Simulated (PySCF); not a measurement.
From a computed spectrum to the compound

A species of 4 atoms with charge 3 has these harmonic modes (PBE0, small Gaussian bases with core potentials, PySCF 2.14.0):

| cm⁻¹ | km/mol | symmetry |
| --- | --- | --- |
| 256 | 80.4 | π |
| 256 | 80.4 | π |
| 364 | 48.4 | σ+ |
| 871 | 12.4 | π |
| 871 | 12.4 | π |
| 2155 | 746.2 | σ+ |
| 3191 | 218.7 | σ+ |

**Question.** Which species is it, and in which structure?

**Answer.** [La(HCN)]3+ (singlet):
```xyz
4

La    0.0000    0.0000   -0.4836
N     0.0000    0.0000    1.8846
C     0.0000    0.0000    3.0489
H     0.0000    0.0000    4.1611
```
Ideal gas at 298.15 K and 1 bar: S = 266.3 J/(mol K), Cp = 54.8 J/(mol K), H − H(0 K) = 12.4 kJ/mol (rigid rotor, harmonic modes, spin degeneracy alone). 
 Other answers can fit too; this one was computed.
